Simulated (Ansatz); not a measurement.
Input and output for C$_{2}$H$_{5}$FOSi$_{2}$, SMILES `O[SiH2]C#C[SiH2]F`.

```yaml
crystal:
  periodic: [false, false, false]
  atoms:
    - {symbol: O, position_ang: [-0.407200, -3.054829, 0.137251]}
    - {symbol: Si, position_ang: [0.659288, -2.024935, -0.562555]}
    - {symbol: C, position_ang: [0.284328, -0.281829, -0.130904]}
    - {symbol: C, position_ang: [0.020680, 0.873480, 0.137509]}
    - {symbol: Si, position_ang: [-0.341928, 2.599076, 0.583184]}
    - {symbol: F, position_ang: [-1.298743, 3.236439, -0.523483]}
    - {symbol: H, position_ang: [-1.340407, -2.932099, -0.042247]}
    - {symbol: H, position_ang: [0.633096, -2.108650, -2.043921]}
    - {symbol: H, position_ang: [1.990102, -2.381506, -0.030541]}
    - {symbol: H, position_ang: [0.914237, 3.378120, 0.614930]}
    - {symbol: H, position_ang: [-1.048152, 2.639732, 1.881580]}
basis:
  gaussian: {orbitals: def2-mTZVPP, point_charges: [{charge: 1.00, position_ang: [6.233, 0.329, -0.122]}]}
hamiltonian: {xc: {name: HF}}
correlation: {method: mp2}
output: {forces: true}
```

```sh
$ ansatz run in.yaml --threads 4 --pin off --events-out ev --progress --plain --max-ram 10444MiB
```

Shortened log:

```
Functional definition: HF
1516 factors; integrals over basis functions are off by at most 1.7e-3 eV
mean field evaluation 1: about -22607.9628 eV, gradient 4.7e1 eV
mean field evaluation 2: about -22608.0192 eV, gradient 4.7e1 eV
mean field evaluation 4: about -22612.7504 eV, gradient 4.1e0 eV
mean field evaluation 8: about -22612.8078 eV, gradient 3.0e-4 eV
mean field -22612.80783900 eV, -831.0053605717 hartree, gradient 6.3e-6 eV, S^2 0.000000; 0 other end points of the search recorded, 0 dependent functions left out
14 core orbitals not correlated: weight in the atoms' cores, before any rotation towards them, 1.000 or more for the frozen orbitals, at most 0.000 for the correlated occupied ones
reference -22612.80783900 eV, -831.0053605717 hartree; 17, 17 occupied and 134, 134 virtual orbitals, 1516 factors
second order -23.82235678 eV of doubles, -0.00000000 eV of singles
Total energy: -22636.63019578 eV, -831.8808160358 hartree
Atom 0 at    -0.407200    -3.054829     0.137251 Å, force     0.174674    -0.195545     0.212470 eV/Å
Atom 1 at     0.659288    -2.024935    -0.562555 Å, force     0.049925    -0.043424    -0.436759 eV/Å
Atom 2 at     0.284328    -0.281829    -0.130904 Å, force     0.466822    -1.447529    -0.294644 eV/Å
Atom 3 at     0.020680     0.873480     0.137509 Å, force    -0.209777     1.372782     0.283648 eV/Å
Atom 4 at    -0.341928     2.599076     0.583184 Å, force    -0.038738     0.306190     0.614557 eV/Å
Atom 5 at    -1.298743     3.236439    -0.523483 Å, force    -0.167048     0.135905    -0.310011 eV/Å
Atom 6 at    -1.340407    -2.932099    -0.042247 Å, force    -0.316196    -0.026214    -0.033248 eV/Å
Atom 7 at     0.633096    -2.108650    -2.043921 Å, force     0.116335     0.017444     0.258187 eV/Å
Atom 8 at     1.990102    -2.381506    -0.030541 Å, force    -0.116010     0.066456    -0.075298 eV/Å
Atom 9 at     0.914237     3.378120     0.614930 Å, force    -0.143881    -0.159791    -0.000076 eV/Å
Atom 10 at    -1.048152     2.639732     1.881580 Å, force     0.200483    -0.020571    -0.220626 eV/Å
Dipole moment:    -0.202906    -0.049784     0.067890 e Å
```

Run time 4.7 s (4 threads of an Arm Neoverse V1 on a shared host); peak host memory 0.6 GiB.
